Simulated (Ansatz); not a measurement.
Two isomers of C2H4F2OSi: A = `O=C([SiH3])C(F)F`, B = `O=CC(F)(F)[SiH3]`.

Program: Ansatz. Geometries: PBE0-D4/def2-TZVP. ΔE: electronic, gas phase. CBS: MP2 limit from def2 TZ/QZ plus the TZ coupled-cluster correction, frozen cores. DFT in def2-TZVPP. B3LYP here is the variant with VWN-RPA as its local correlation; programs differ in this. One conformer a species, not always the lowest.

A:

Z-matrix (Å, degrees):
```
Si
C 1 1.940
H 1 1.483 2 106.2
H 1 1.482 2 106.2 3 117.6
H 1 1.481 2 111.8 3 -120.9
C 2 1.532 1 119.6 3 114.5
O 2 1.203 1 120.9 3 -65.0
F 6 1.354 2 108.4 1 -55.7
F 6 1.354 2 108.4 1 61.1
H 6 1.094 2 112.7 1 -177.3
```

B:

```xyz
10

O     2.2732    0.1880   -0.6019
C     1.5095    0.2705    0.3122
C     0.2304   -0.5485    0.3980
F    -0.1029   -0.6628    1.7214
F     0.4523   -1.7985   -0.0808
Si   -1.2468    0.2535   -0.5650
H     1.6439    0.9806    1.1542
H    -1.4142    1.6388   -0.0627
H    -2.4401   -0.5718   -0.2706
H    -0.9052    0.2503   -2.0048
```

(1) Which isomer does CCSD(T)/CBS put lower? Give the gap. (Estimate.)

(2) Give E(B) − E(A) in kcal/mol with HF/def2-TZVPP, r2SCAN-D4, ωB97M-V, B3LYP, B3LYP-D4, CCSD/def2-TZVPP, B2PLYP. (Estimate.)

Largest T1 diagnostic: 0.014.

Results:

(1) Computed: A, by 4.2 kcal/mol.

(2) The calculation gave: HF/def2-TZVPP 4.9, r2SCAN-D4 3.7, ωB97M-V 3.7, B3LYP 4.1, B3LYP-D4 3.9, CCSD/def2-TZVPP 4.4, B2PLYP 4.2. None reverses the order clearly.
